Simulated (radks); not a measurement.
The numbers below are computed, except where a source is named.
The hafnium ion Hf2+ inside a hard spherical wall (all orbitals vanish at R), configuration held at [Xe] 4f14 5d2 and not refilled when levels cross. Level of theory: scalar-relativistic Kohn-Sham, PBEsol, spin-polarised, spherical densities, point nucleus; open shells are filled with parallel spins first (spin-orbit coupling, left out, can overturn this in heavy ions) (a radial shooting solver on a logarithmic mesh with Libxc functionals). Eigenvalues in eV for spin up, with the zero of energy where the potential of the charges vanishes at infinity; a dash marks a level that is unbound or too diffuse for the functional's potential to be trusted. A positive occupied level is held by the wall or, in an anion where self-interaction has pushed it up, behind a barrier. The pressure on the wall is -dE/dV.

R (bohr)  E (hartree)  kinetic (hartree)    e(5s)    e(5p)    e(4f)  e(6s, empty)    e(5d)  e(6p, empty)  pressure (GPa)
free      -15072.8761          16516.150  -82.395  -51.086  -31.946       -17.963  -17.354       -12.234               0
15        -15072.8761          16516.150  -82.395  -51.086  -31.946       -17.963  -17.354       -12.234        < 0.0001
12        -15072.8761          16516.150  -82.395  -51.086  -31.946       -17.963  -17.354       -12.234        < 0.0001
8         -15072.8760          16516.151  -82.386  -51.078  -31.938       -17.950  -17.346       -12.143         0.00698
7         -15072.8754          16516.156  -82.355  -51.048  -31.905       -17.894  -17.317       -11.911          0.0529
6         -15072.8726          16516.180  -82.230  -50.931  -31.776       -17.634  -17.190       -11.175           0.385
4         -15072.7811          16516.684  -80.575  -49.398  -29.990       -12.236  -14.925        -1.647            23.6
3         -15072.2557          16519.443  -76.246  -45.035  -24.889         6.831   -7.433        24.991             341
2.5       -15070.9393          16526.065  -69.442  -37.349  -16.695        37.816    4.772        63.558            1770
2         -15065.7097          16549.461  -50.352  -14.374    4.262        119.08   37.681        157.31           11700
1.5       -15040.4038          16645.818   20.208   70.301   63.631        368.70   145.77        428.70          111000
